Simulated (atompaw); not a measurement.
## Building the PAW (atompaw) potential for B (PBE, non-relativistic).

| Item | Value |
| --- | --- |
| Element | B |
| Generator | atompaw 4.2.0.5 |
| Type | PAW |
| Functional | PBE |
| Relativity | non-relativistic |
| Frozen core | [He] |
| Valence charge | 3 |
| Reference configuration | 2s2 2p1 |
| Partial waves | 2s (bound): rc 1.80 bohr; 2s channel at 1 Ry: rc 1.80 bohr; 2p (bound): rc 3.00 bohr; 2p channel at 0.3 Ry: rc 3.00 bohr |
| Local potential | bessel scheme, radius 2.55 bohr |
| Core correction | smooth core density matched at 1.65 bohr |
| Augmentation charge | besselshape compensation charge, radius 2.95 bohr; PAW radius 3.00 bohr; waves and projectors: modrrkj vanderbiltortho |

- Cutoffs needed: 6 Ry and 8 Ry (the cutoffs (Ry, on a coarse ladder) from which the occupation-weighted sum of valence levels, in a spherical-Bessel basis at the reference potential, stays within 10 and 1 mRy of its value at 400 Ry)
- Ghost test: no extra level below or beside the all-electron valence levels (s, p, d, f tested) (spherical-Bessel basis up to 400 Ry, 20 bohr box)
- Lowest eigenvalue of the overlap operator: 0.14 (s channel)
- Overlap eigenvalues printed by atompaw (projector basis): 0.0904, 0.426, 0.81, 22.7
- Share of each valence orbital outside the PAW sphere: 2s 11 %, 2p 23 %
